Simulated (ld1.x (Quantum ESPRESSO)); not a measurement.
Before and after: PAW potential for oxygen

oxygen (O), PAW, made with ld1.x (Quantum ESPRESSO) 7.5 (PBE, scalar-relativistic). Core [He], reference 2s2 2p2.5 (charge +1.5). Waves: 2s (bound): rcut 0.85, rcutus 1.00 bohr; 2s channel at -1.85 Ry: rcut 0.85, rcutus 1.00 bohr; 2p (bound): rcut 1.05, rcutus 1.35 bohr; 2p channel at 0.5 Ry: rcut 1.05, rcutus 1.35 bohr; 3d channel at 0.35 Ry: rcut 0.90, rcutus 1.25 bohr; 3d channel at 0.95 Ry: rcut 0.90, rcutus 1.25 bohr. Local part: all-electron potential smoothed inside 0.90 bohr (lloc = -1). Core correction: Bessel-smoothed model core inside 0.70 bohr. Augmentation charge: BESSEL, radius 0.85 bohr.

Change: waves 2p (bound): rcut 1.05, rcutus 1.18 bohr; 2p channel at 0.5 Ry: rcut 1.05, rcutus 1.18 bohr.

Cutoffs: the cutoffs (Ry, on a coarse ladder) from which the occupation-weighted sum of valence levels, in a spherical-Bessel basis at the reference potential, stays within 10 and 1 mRy of its value at 400 Ry; they do not see the model core or the augmentation charge, which bear on the density cutoff. Errors are all-electron minus pseudo energies relative to the spin-unpolarised reference configuration.

Task: How do hardness, ghosts and transferability respond?

Result: The potential gets harder (40 Ry and 70 Ry → 50 Ry and 80 Ry); of the 7 tests that both files solve, the error grows in 2 and shrinks in 3 by more than 15 % and 0.3 meV (median size 0.7 → 0.7 meV); neither file shows a bound ghost. A smaller radius makes the pseudo-wave follow the all-electron one further in, where it bends more sharply, so more plane waves are needed.

| quantity | base | changed |
| --- | --- | --- |
| cutoff, loose | 40 Ry | 50 Ry |
| cutoff, tight | 70 Ry | 80 Ry |
| loose cutoff by channel (10 mRy a level) | s 18 Ry, p 35 Ry | s 18 Ry, p 45 Ry |
| bound ghosts | none | none |
| error for 2s2 2p4, meV [ΔE -30.87 eV] | +0.7 | +1.7 |
| error for 2s2 2p3, meV [ΔE -14.44 eV] | +0.3 | +0.7 |
| error for 2s2 2p2, meV [ΔE 19.14 eV] | -1.3 | -0.8 |
| error for 2s1 2p4, meV [ΔE 0.79 eV] | -0.3 | 0.0 |
| error for 2s2 2p0, meV [ΔE 149.92 eV] | -8.7 | +0.7 |
| error for 2s0 2p6, meV [ΔE -0.94 eV] | -0.7 | -0.7 |
| error for 2s2 2p1, meV [ΔE 73.01 eV] | -8.8 | -3.1 |
| lowest overlap eigenvalue by channel | s 0.54, p 0.70, d 0.08 | s 0.54, p 1.00, d 0.08 |
